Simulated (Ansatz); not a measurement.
Geometry optimisation, RHF/def2-SVP (Ansatz 0.2.0).

Input file:

```yaml
crystal:
  periodic: [false, false, false]
  atoms:
    - { symbol: Hf, position_ang: [-0.331324, -0.324366, 0.002047] }
    - { symbol: F, position_ang: [-0.482348, -0.148534, 1.959553] }
    - { symbol: O, position_ang: [1.503923, -0.587728, -0.553583] }
    - { symbol: H, position_ang: [2.373563, -0.711106, -0.882083] }
    - { symbol: O, position_ang: [-1.185868, 1.158119, -0.894993] }
    - { symbol: H, position_ang: [-1.513105, 1.924911, -1.324929] }
    - { symbol: O, position_ang: [-1.310716, -1.930204, -0.426509] }
    - { symbol: H, position_ang: [-1.778585, -2.704054, -0.674502] }
    - { symbol: O, position_ang: [1.301851, 1.971312, 1.650597] }
    - { symbol: Si, position_ang: [2.936156, 2.042868, 1.908705] }
    - { symbol: H, position_ang: [3.534311, 0.69041, 1.970545] }
    - { symbol: H, position_ang: [3.519488, 2.79103, 0.779492] }
    - { symbol: H, position_ang: [3.233308, 2.736368, 3.1824] }
    - { symbol: H, position_ang: [0.740147, 1.544872, 2.31666] }
basis:
  gaussian: { orbitals: def2-SVP }
hamiltonian:
  xc: hf
relax:
  f_tol: 0.03
  max_steps: 50
```

Command:

```bash
$ ansatz run input.yaml --threads 4 --pin off --max-ram 5120MiB --backend cpu --events-out ev --progress --plain --runs-dir out
```

Where does it end, and by what steps?

The run converged. After 17 steps the energy has fallen by 0.370 eV; H12 moved furthest, 0.89 Å. Joined: Hf1–O9 (3.26 → 2.36 Å).

| step | energy less start (eV) | largest force component (eV/Å) | accepted |
| --- | --- | --- | --- |
| 0 | 0.0000 | 0.823 | yes |
| 1 | -0.0647 | 0.271 | yes |
| 2 | -0.1524 | 0.627 | yes |
| 3 | -0.1182 | 1.396 | no |
| 4 | -0.2197 | 0.309 | yes |
| 5 | -0.2503 | 0.615 | yes |
| 6 | -0.2771 | 0.533 | yes |
| 7 | -0.2989 | 0.557 | yes |
| 8 | -0.3123 | 0.291 | yes |
| 9 | -0.3105 | 0.917 | no |
| 10 | -0.3427 | 0.380 | yes |
| 11 | -0.3543 | 0.385 | yes |
| 12 | -0.3614 | 0.126 | yes |
| 13 | -0.3656 | 0.177 | yes |
| 14 | -0.3593 | 0.253 | no |
| 15 | -0.3677 | 0.069 | yes |
| 16 | -0.3692 | 0.048 | yes |
| 17 | -0.3695 | 0.028 | yes |

```xyz
14
Properties=species:S:1:pos:R:3
Hf -0.139 -0.060 0.317
F -0.867 -0.307 2.127
O 1.788 -0.325 -0.149
H 2.271 -0.875 -0.743
O -0.941 1.451 -0.601
H -1.359 2.085 -1.151
O -0.892 -1.633 -0.535
H -1.357 -2.383 -0.852
O 1.096 1.387 1.714
Si 2.743 1.788 1.583
H 3.604 0.650 1.934
H 2.994 2.313 0.236
H 2.942 2.861 2.586
H 0.657 1.502 2.548
```

Whether the end is a true minimum wasn't checked by a vibrational analysis.

Time of the run: 48 s on 4 threads of Intel(R) Xeon(R) Platinum 8223CL CPU @ 3.00GHz (Skylake/Cascade Lake) (shared host), peak memory 0.46 GiB.
